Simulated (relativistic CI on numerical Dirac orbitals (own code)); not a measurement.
The 33-electron sequence from I²⁰⁺ to Hf³⁹⁺

Computed by Dirac-Coulomb-Breit CI, KLI orbitals optimised for each configuration, model QED, unscaled Slater integrals (own radial code, finite nucleus).

Configurations in the expansion (outside the closed core [Ar] 3d10): 4s²4p³, 4s4p⁴, 4p⁵, 4s²4p²4d, 4s4p³4d, 4s²4p²4f, 4s²4p4d², 4s²4d³, 4s4p4d³, 4s²4d²4f. Double excitations out of closed p, d and f shells are left out; levels of such configurations are missing from the list, as are those of other unlisted configurations, and high levels can miss mixing partners.

Energies above each ion's lowest level, in eV. Levels are followed by their leading LS label, which can pass from one level to another where the coupling changes.

```
  Ion  4s²4p³ ²D°5/2  4s²4p³ ²P°1/2  4s²4p³ ²P°3/2  4s4p⁴ ⁴P5/2  4s²4p³ ⁴S°3/2
 I²⁰⁺         14.803         18.966         30.723        61.02              0
Xe²¹⁺         16.447          20.75         34.096       64.714              0
Cs²²⁺         18.242         22.684         37.766       68.568              0
Ba²³⁺         20.195         24.777         41.748        72.59              0
La²⁴⁺         22.315         27.037              0       76.788               
Ce²⁵⁺         24.611         29.472              0       81.171         20.841
Pr²⁶⁺         27.091         32.093              0       85.748         23.194
Nd²⁷⁺         29.767         34.908              0       90.526         25.744
Pm²⁸⁺         32.648         37.929              0       95.514         28.501
Sm²⁹⁺         35.744         41.165              0       100.72         31.475
Eu³⁰⁺         39.067         44.629              0       106.16         34.679
Gd³¹⁺         42.629         48.331              0       111.83         38.122
Tb³²⁺         46.441         52.284              0       117.74         41.818
Dy³³⁺         50.517         56.501              0       123.89         45.778
Ho³⁴⁺          54.87         60.995              0       130.29         50.016
Er³⁵⁺         59.514         65.779              0       136.93         54.546
Tm³⁶⁺         64.463          70.87              0       143.79         59.383
Yb³⁷⁺         69.732          76.28              0       150.82          64.54
Lu³⁸⁺         75.337         82.027              0       157.97         70.035
Hf³⁹⁺         81.295         88.128              0       165.12         75.884
```

The lowest level keeps the configuration 4s²4p³ and J = 3/2 throughout.

Between Z = 69 and 72 the energy of 4s²4p³ ²D°5/2 follows a local power law Z^5.5. For orientation: electrostatic splittings inside a shell grow about linearly with the screened charge, excitations that change n as its square, and fine structure as its fourth power; written in Z itself the exponents are larger, since the screened charge grows faster in proportion.
